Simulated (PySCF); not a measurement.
Compound: ZrMeCl3, CH₃Cl₃Zr (singlet state).
Z-matrix (Å and degrees, PBE0-D3(BJ)/def2-SVP geometry), rows numbered from 1:
```
Zr
C   1  2.1666
H   2  1.1043  1  108.97
H   2  1.1041  1  110.85  3  -119.51
H   2  1.1040  1  110.87  3   119.58
Cl  1  2.3340  2  105.36  3   177.07
Cl  1  2.3319  2  103.70  3    56.80
Cl  1  2.3329  2  103.95  3   -62.46
```

Level of theory: PySCF, TDDFT CAM-B3LYP/def2-SVPD, vertical, gas phase, core orbitals frozen in the response, def2 core potentials past Kr. Spin–orbit coupling is left out. Note that the optimisation stopped short of convergence; the values belong to its last geometry.

Kohn–Sham orbitals with the atoms that hold most of them (Löwdin shares over 4%, at most four atoms; ? is withheld):

```json
{"orbital": "LUMO+2", "ε (eV)": "-0.53", "atoms": "Zr1 63%, Cl6 11%, Cl8 10%, Cl7 10%"}
{"orbital": "LUMO+1", "ε (eV)": "-1.26", "atoms": "Zr1 72%, Cl6 9%, Cl7 7%, Cl8 6%"}
{"orbital": "LUMO", "ε (eV)": "-1.26", "atoms": "Zr1 72%, Cl8 9%, Cl7 7%, Cl6 6%"}
{"orbital": "HOMO", "ε (eV)": "-10.08", "atoms": "C2 50%, Zr1 26%, H3 6%, H5 6%"}
{"orbital": "HOMO-1", "ε (eV)": "-10.89", "atoms": "?"}
{"orbital": "HOMO-2", "ε (eV)": "-11.14", "atoms": "Cl7 37%, Cl8 36%, Cl6 17%, Zr1 6%"}
{"orbital": "HOMO-3", "ε (eV)": "-11.15", "atoms": "Cl6 43%, Cl8 25%, Cl7 23%, Zr1 6%"}
```

**Question.** Give the leading atoms of the HOMO-1.

**Answer.** Cl8 (bonded to Zr) 33%; Cl7 (bonded to Zr) 33%; Cl6 (bonded to Zr) 33%.

Within 0.005 eV of a neighbour in this list lie HOMO-3/HOMO-2 and LUMO/LUMO+1.

**Question.** The HOMO–LUMO gap is 8.82 eV. Where does the response calculation put the lowest singlet, and from which orbitals?

**Answer.** S1 is at 4.66 eV (f = 0.0003), 4.17 eV below the gap, made of HOMO→LUMO/LUMO+1 (≥93%). S1/S2 lie within about 0.01 eV of each other. Without the coupling terms of the response equations the lowest excitation would equal the gap.

For S1 the Löwdin share of zirconium is 26% in HOMO and 72% in LUMO.

Next come S2 at 4.66 eV (f 0.0003), HOMO→LUMO/LUMO+1 (≥93%); S3 at 5.57 eV (f 0.0019), HOMO→LUMO+2 (96%); S4 at 5.58 eV (f 0.0017), HOMO→LUMO+3 (96%); S5 at 6.07 eV (f 0.0026), HOMO-1→LUMO/LUMO+1 (≥80%).

Orbitals of the list HOMO-3 to LUMO+2 that lie within 0.01 eV of each other are written together with a slash and their weights summed (≥ marks a lower bound); for degenerate orbitals outside that list single weights are arbitrary.

The run took 2.1 min on one thread, Arm Neoverse V1 (shared host).
